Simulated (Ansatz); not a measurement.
Ideal-gas functions of C$_{2}$H$_{2}$ClFOZr, SMILES `C#[C][Zr]([OH])([F])[Cl]` at 298.15 K and 1 bar, from an Ansatz frequency run at PBE0-D4/def2-TZVP.

Molar mass 187.71 g/mol, point group C1 (symmetry number 1), electronic degeneracy 1, moments of inertia 257.134, 362.716, 441.53 u Å². Harmonic wavenumbers (cm⁻¹, unscaled): 70, 87, 128, 139, 171, 203, 214, 225, 276, 404, 456, 673, 736, 740, 754, 2086, 3450, 3989.

Use S(trans) = R[1.5 ln M + 2.5 ln T − 1.1517]; rotational temperatures θ = 24.2544 K / I; S(rot) = R[ln(√π/σ · √(T³/θAθBθC)) + 1.5]; for each mode x = 1.438777 ν̃/T, S = R[x/(eˣ − 1) − ln(1 − e⁻ˣ)] and H = RT x/(eˣ − 1); 1 cm⁻¹ = 0.0119627 kJ/mol; R = 8.31446 J/(mol·K).

Problem. By hand: the entropy, in J/(mol·K).

Solution. Translation 174.1. Rotation: θ = 0.0943, 0.0669, 0.0549 K, giving 121.4. Vibration, mode by mode: 17.38, 15.59, 12.45, 11.79, 10.14, 8.81, 8.41, 8.03, 6.52, 3.97, 3.25, 1.42, 1.11, 1.10, 1.04, 0.00, 0.00, 0.00, in all 111.0. Electronic 0.0. Sum 406.5 J/(mol·K).

Problem. By hand: H − E and G − E in kJ/mol, counted from the electronic energy.

Solution. Zero-point energy ½ × 14801 × 0.0119627 = 88.5; thermal vibration 17.2; translation, rotation and pV give 4 RT = 9.9. H − E = 115.6 kJ/mol, and G − E = 115.6 − 298.15 × 406.5/1000 = -5.6 kJ/mol.

Vibration gives 27 % of the entropy, 57.2 J/(mol·K) of it from the modes under 150 cm⁻¹: soft modes count most, and the harmonic formula is weakest for them. The sum counts one conformer and one mirror image; others add a mixing term.
